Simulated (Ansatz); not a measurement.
Ansatz (a program for electronic structure) input (B3LYP/def2-TZVPD):

Ansatz 0.2 input:
```yaml
crystal:
  periodic: [false, false, false]
  atoms:
    - {symbol: N, position_ang: [-0.05786237, -0.03195295, -0.51104199]}
    - {symbol: N, position_ang: [-0.06063369, -0.00522076, 0.65553282]}
    - {symbol: H, position_ang: [0.82947243, 0.26021596, -1.01143575]}
basis:
  gaussian:
    orbitals: def2-TZVPD
hamiltonian:
  xc: {name: B3LYP}
total_charge: 1
```

End of the output:

```
integrals: 0.01 GiB planned
409 factors; their error is unknown
mean field: 0.15 GiB planned
mean field evaluation 1: about -2981.7377 eV, gradient 4.8e1 eV
mean field evaluation 2: about -2980.0305 eV, gradient 5.5e1 eV
mean field evaluation 4: about -2985.8098 eV, gradient 1.6e0 eV
mean field evaluation 8: about -2985.8201 eV, gradient 2.4e-2 eV
mean field -2985.82012650 eV, -109.7268657874 hartree, gradient 1.5e-5 eV, S^2 0.000000; 0 other end points of the search recorded, 0 dependent functions left out
reference -2985.82024359 eV, -109.7268700904 hartree; 7, 7 occupied and 76, 76 virtual orbitals, 409 factors
Total energy: -2985.82024359 eV, -109.7268700904 hartree
```

This state (charge 1, singlet) is run at the relaxed geometry of the species with charge 0 and multiplicity 2.
